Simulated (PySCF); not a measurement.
Potential energy surface of Cl2Ge, singlet: symmetric bend, bond length relaxed. Scanned: Cl-Ge-Cl angle. Other coordinates (Ge-Cl bond length) were minimised at B3LYP/def2-TZVP.

The free coordinates were minimised at B3LYP/def2-TZVP in PySCF; the energy column is wB97X-V/cc-pVDZ (PySCF), in kJ/mol.

| a / ° | Ge-Cl bond length / Å | E |
|---|---|---|
| 180 | 2.338 | 172.9 |
| 170 | 2.331 | 165.9 |
| 160 | 2.313 | 146.6 |
| 150 | 2.289 | 118.9 |
| 140 | 2.263 | 87.3 |
| 130 | 2.239 | 55.8 |
| 120 | 2.221 | 28.2 |
| 110 | 2.210 | 8.2 |
| 100 | 2.206 | 0.0 |
| 90 | 2.216 | 9.4 |
| 80 | 2.247 | 47.0 |
